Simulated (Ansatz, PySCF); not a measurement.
This singlet lies 0.37 eV below the relaxed triplet at the level frozen-core CCSD(T)/cc-pVTZ // PBE0-D3(BJ)/def2-TZVP (Ansatz, a first-principles code).

**CH₂BCl, SMILES `B[C]Cl` (lower singlet) (charge 0, multiplicity 1)**

All values below come from PySCF with PBE0-D3(BJ)/def2-TZVP.

```json
{
 "HOMO": "-6.66 eV",
 "dipole_moment": "1.72 D",
 "HOMO–LUMO gap": "3.70 eV",
 "LUMO": "-2.96 eV",
 "total_energy": "-524.0378 Ha",
 "cost": "around 11 core-seconds (rough)"
}
```

```xyz
5

B     -0.6455     0.0287     0.0078
C      0.7345    -0.0326    -0.0090
Cl     2.3337    -0.1038    -0.0283
H     -1.2592    -0.9936    -0.1049
H     -1.1635     1.1013     0.1343
```
